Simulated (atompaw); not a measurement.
## K: one change to a PAW (atompaw) potential, before and after

* Element: K (Z = 19)
* Generator: atompaw 4.2.0.5
* Type: PAW
* Functional: LDA (PW92)
* Relativity: scalar-relativistic
* Frozen core: [Ne]
* Valence charge: 9
* Reference configuration: 3s2 3p6 3d0 4s0 4p0 (charge +1)
* Partial waves: 3s (bound): rc 1.90 bohr; 4s (bound, empty): rc 3.00 bohr; 3p (bound): rc 2.10 bohr; 4p (bound, empty): rc 2.15 bohr; 3d (bound, empty): rc 3.00 bohr; 3d channel at 2.35 Ry: rc 3.00 bohr
* Local potential: bessel scheme, radius 2.75 bohr
* Core correction: smooth core density matched at 2.55 bohr
* Augmentation charge: besselshape compensation charge, radius 2.35 bohr; PAW radius 3.00 bohr; waves and projectors: custom rrkj gramschmidtortho

Change: all radii scaled by about 1.20 (s 2.28, p 2.52, d 3.58 bohr); local potential bessel scheme, radius 3.28 bohr; augmentation besselshape compensation charge, radius 2.80 bohr; PAW radius 3.58 bohr; waves and projectors: custom rrkj gramschmidtortho; core correction smooth core density matched at 3.04 bohr.

Cutoffs: the cutoffs (Ry, on a coarse ladder) from which the occupation-weighted sum of valence levels, in a spherical-Bessel basis at the reference potential, stays within 10 and 1 mRy of its value at 400 Ry; they do not see the model core or the augmentation charge, which bear on the density cutoff.

Q: What does the change do?

A: The potential gets softer (18 Ry and 30 Ry → 12 Ry and 21 Ry); neither file shows a bound ghost. A larger radius leaves more room for a smooth pseudo-wave, so fewer plane waves are needed.

```tsv
quantity	base	changed
cutoff, loose	18 Ry	12 Ry
cutoff, tight	30 Ry	21 Ry
loose cutoff by channel (10 mRy a level)	s 12 Ry, p 15 Ry	s 8 Ry, p 10 Ry
bound ghosts	none	none
lowest overlap eigenvalue by channel	s 0.48, p 0.21, d 0.88	s 0.47, p 0.10, d 0.84
```

 The cutoffs see the waves, projectors and local potential, not the compensation charge or the core.
